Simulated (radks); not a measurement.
Values are calculated unless marked as measured or tabulated.
Q: The manganese ion Mn3+, configuration [Ne] 3s1.75 3p6 3d4 4f0.25 (fractional occupations, a model configuration). Level of theory: non-relativistic Kohn-Sham, revPBE, spin-polarised, spherical densities, point nucleus; open shells are filled with parallel spins first (a radial shooting solver on a logarithmic mesh with Libxc functionals). Some entries of the table are withheld. Estimate them.

| orbital | occ. | eigenvalue (hartree) | <r^2> (bohr^2) |
|---|---|---|---|
| 1s up | 1 | -235.7718 | 0.005082 |
| 1s down | 1 | -235.7677 | 0.005082 |
| 2s up | 1 | -28.47174 | 0.09424 |
| 2s down | 1 | -28.39066 | 0.09383 |
| 2p up | 3 | -24.61028 | 0.07588 |
| 2p down | 3 | -24.54878 | 0.07545 |
| 3s up | 1 | -4.62171 | 0.8256 |
| 3s down | 0.75 | -4.42535 | 0.8345 |
| 3p up | 3 | -3.50849 | 0.9154 |
| 3p down | 3 | -3.31564 | 0.9322 |
| 3d up | 4 | -1.71164 | 1.255 |
| 3d down | 0 | -1.52913 | 1.355 |
| 4s up | 0 | (1) | 6.008 |
| 4s down | 0 | (2) | 6.034 |
| 4p up | 0 | -0.92792 | 7.802 |
| 4f up | 0.25 | -0.37578 | 26.13 |

A: 
(1) 4s up eigenvalue (hartree): -1.17644
(2) 4s down eigenvalue (hartree): -1.10005
